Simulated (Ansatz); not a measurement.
Ansatz (a quantum-chemistry and plane-wave program) input:
A basis named .json is the Basis Set Exchange file of that set.

Ansatz 0.2 input:
```yaml
crystal:
  periodic: [false, false, false]
  atoms:
    - {symbol: Hg, position_ang: [-0.00000000, -0.00000000, -0.79628525]}
    - {symbol: Br, position_ang: [0.00000000, 0.00000000, 1.82008056]}
basis:
  gaussian:
    orbitals: def2-QZVPP.json
hamiltonian:
  xc: pbe
magnetization: {spin_polarized: true, initial_magnetization: 1}
correlation: {method: rpa, electrons: outside_noble_gas}
```

Task: Predict the final energy.

Result: -2725.84964 Eh (RPA@PBE/def2-QZVPP). The basis has 177 functions.

The spin state was set by rule; other spins were not relaxed.
